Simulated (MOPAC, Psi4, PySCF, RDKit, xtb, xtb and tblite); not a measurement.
Two geometries of SMILES N#Cc1ccccc1S, relaxed at GFN2-xTB with one dihedral held; other torsions can differ between them too.

Structure A

```
14

N      3.1442    -1.3991     0.1456
C      2.0785    -0.9788     0.1054
C      0.7578    -0.4786     0.0508
C     -0.3130    -1.3720     0.0216
C     -1.6087    -0.8991    -0.0392
C     -1.8433     0.4682    -0.0695
C     -0.7905     1.3636    -0.0348
C      0.5176     0.9024     0.0329
S      1.8902     2.0119     0.0725
H     -0.1096    -2.4324     0.0406
H     -2.4353    -1.5919    -0.0654
H     -2.8548     0.8420    -0.1201
H     -0.9818     2.4267    -0.0573
H      1.2208     3.0593    -0.4124
```

Structure B

```
14

N     -3.1136    -1.4618     0.1570
C     -2.0486    -1.0386     0.0967
C     -0.7431    -0.5065     0.0337
C      0.3470    -1.3789    -0.0006
C      1.6333    -0.8831    -0.0554
C      1.8446     0.4893    -0.0725
C      0.7752     1.3627    -0.0317
C     -0.5264     0.8790     0.0321
S     -1.8495     2.0459     0.0175
H      0.1624    -2.4430     0.0111
H      2.4711    -1.5622    -0.0858
H      2.8496     0.8803    -0.1171
H      0.9336     2.4301    -0.0457
H     -2.7917     1.2154     0.4642
```

Q: Which is lower in energy at the level B3LYP-D3(BJ)/def2-SVP // GFN2-xTB (Psi4), and by how much?

A: B is lower, by 6.50 kJ/mol (dihedral C3–C8–S9–H14: 160° in A, 20° in B).

E(B) − E(A) in kJ/mol at the other levels, on the same two geometries: GFN2-xTB (xtb and tblite) -4.92; MMFF94 // GFN2-xTB (RDKit) -4.52; B3LYP/def2-SVP // GFN2-xTB (Psi4) -5.78; PBE/def2-SVP // GFN2-xTB (Psi4) -6.69; PBE-D3(BJ)/def2-SVP // GFN2-xTB (Psi4) -7.14; UFF // GFN2-xTB (RDKit) 8.50; PM7, restricted, heats of formation // GFN2-xTB (MOPAC) -2.58; PM3, restricted, heats of formation // GFN2-xTB (MOPAC) -1.77; GFN1-xTB // GFN2-xTB (xtb) -4.38; restricted B3LYP/6-31G*, spherical d, density fitting // GFN2-xTB (PySCF) -5.45; restricted MP2 (frozen core)/3-21G // GFN2-xTB (PySCF) -4.46; restricted LDA (SVWN5)/6-31G*, spherical d, density fitting // GFN2-xTB (PySCF) -8.42; restricted Hartree-Fock/LANL2DZ, with its core potentials past Ne // GFN2-xTB (PySCF) -5.64.
